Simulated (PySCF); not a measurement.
Isomers of C6H8N2. Level of theory: PySCF 2.14.0, density-fitted response routines, TDDFT CAM-B3LYP/def2-SVPD, vertical, gas phase, core orbitals frozen in the response. Geometries: GFN2-xTB; one conformer of each isolated species. Triplets are in the Tamm–Dancoff approximation.

A. `C#C[C@H](C#N)CCN`
B. `N(=C(C=C)C=C)N=C`
C. `CCc1cnccn1`
D. `C(=C)Cn1cncc1`

Lowest singlet levels (six at most, fewer where fewer were computed) with oscillator strengths:

1. 294 nm (f 0.005); 250 nm (f 0.000); 229 nm (f 0.136); 213 nm (f 0.000); 192 nm (f 0.136); 183 nm (f 0.000); T1 3.53 eV
2. 190 nm (f 0.018); 188 nm (f 0.002); 179 nm (f 0.001); 178 nm (f 0.002); 164 nm (f 0.004); 161 nm (f 0.062); T1 5.49 eV
3. 301 nm (f 0.094); 286 nm (f 0.092); 265 nm (f 0.181); 217 nm (f 0.050); 205 nm (f 0.449); 199 nm (f 0.294); T1 2.42 eV
4. 201 nm (f 0.052); 191 nm (f 0.069); 188 nm (f 0.003); 187 nm (f 0.024); 178 nm (f 0.048); 171 nm (f 0.020); T1 4.50 eV

Question: Match each spectrum to its molecule.

Answer: 1 = C, 2 = A, 3 = B, 4 = D.
- A: S1 at 6.51 eV, HOMO→LUMO (72%); Löwdin shares by element: HOMO nitrogen 53% or more, carbon 17% or more, hydrogen 6% or more (atoms not listed hold the other 23%); LUMO carbon 24% or more, hydrogen 20% or more (atoms not listed hold the other 56%); HOMO -8.86 and LUMO 1.04 eV.
- B: S1 at 4.12 eV, HOMO-1→LUMO (51%), HOMO→LUMO (33%), HOMO→LUMO+1 (10%); Löwdin shares by element: HOMO nitrogen 42%, carbon 24% or more (atoms not listed hold the other 34%); LUMO nitrogen 32%, carbon 28% or more (atoms not listed hold the other 40%); HOMO -7.43 and LUMO -0.56 eV.
- C: S1 at 4.22 eV, HOMO→LUMO (98%); Löwdin shares by element: HOMO nitrogen 55%, carbon 17% or more (atoms not listed hold the other 28%); LUMO nitrogen 48%, carbon 24% or more (atoms not listed hold the other 28%); HOMO -8.60 and LUMO -0.27 eV.
- D: S1 at 6.17 eV, HOMO→LUMO (82%); Löwdin shares by element: HOMO carbon 73% or more, nitrogen 10% or more (atoms not listed hold the other 17%); LUMO carbon 64% or more, hydrogen 6% or more (atoms not listed hold the other 29%); HOMO -7.89 and LUMO 0.82 eV.
B and C have S1 within 0.10 eV of each other; their strongest listed levels stand at 6.04 eV (f 0.449) and 5.41 eV (f 0.136).
